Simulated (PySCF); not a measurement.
A small calculation by hand: chemical shift, span and skew from a shielding tensor

C3H3Cl2F, SMILES C/C(Cl)=C(\F)Cl. Atoms are numbered in the order given.

```xyz
9

C     -1.4950     1.6798     0.0000
C     -0.3472     0.7203     0.0000
Cl     1.2443     1.4191     0.0000
C     -0.4855    -0.6165     0.0000
F     -1.6961    -1.1787     0.0000
Cl     0.7898    -1.7653     0.0000
H     -2.4482     1.1353     0.0000
H     -1.4511     2.3280     0.8899
H     -1.4511     2.3280    -0.8899
```

Geometry optimised at TPSSh-D3(BJ)/def2-SVP.

GIAO shieldings from HF/pcSseg-1 (PySCF), non-relativistic, no solvent. The symmetric part of the tensor of F5 has the principal values 278.6, 320.4, 341.8 ppm. The same nucleus in CFCl3 has σ = 238.5 ppm at this level (PySCF, at its B3LYP-D3(BJ)/def2-TZVP geometry). Without spin–orbit terms, shifts of atoms bonded to Cl or Br come out too high.

Task: Work out the isotropic shielding, the ¹⁹F shift against CFCl3, the span and the skew.

Result: 
σ(iso) = (σ11 + σ22 + σ33)/3 = 313.6 ppm. δ = σ(ref) − σ(iso) = 238.5 − (313.6) = -75.1 ppm.
Span Ω = σ33 − σ11 = 63.2 ppm. Skew κ = 3(σ(iso) − σ22)/Ω = -0.32. Tumbling in solution averages the tensor to δ; in a static solid the shielding alone would spread this spin-1/2 line over Ω.
